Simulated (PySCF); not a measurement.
**Kr²⁺ (krypton, charge +2) across methods**

[Ar] 3d10 4s1 4p4 5s1, high-spin 5P determinant (an excited configuration). All numbers are calculated (PySCF 2.14, scalar relativity through the core potential, in aug-cc-pwCVDZ-PP with ECP10MDF).

```
 method  E (hartree)  mean ε 4p α (eV)  mean ε 4p β (eV)  mean ε 5s α (eV)  Σ⟨r²⟩ (bohr²)   ⟨S²⟩
 PBEsol    -460.5196           -37.537           -33.982           -15.329          36.74  6.000
    LDA    -460.2763           -37.506           -34.081           -15.490          36.45  6.000
    PBE    -460.9304           -37.538           -34.041           -15.297          36.76  6.000
   PBE0    -460.8984           -39.455           -35.233           -15.885          36.92  6.001
 r2SCAN    -460.7884           -38.495           -34.430           -15.312          37.28  6.001
 M06-2X    -461.1294           -40.800           -35.974           -16.537          36.59  6.002
wB97X-V    -460.8897           -41.779           -37.847           -17.433          36.98  6.001
    UHF   -459.64643           -44.191           -36.951           -17.235          37.04  6.001
```

Energies and moments cover only the electrons outside the core potential. The outer electron is Rydberg-like, and this basis confines it to a smaller radius and binds it less than a complete one would.
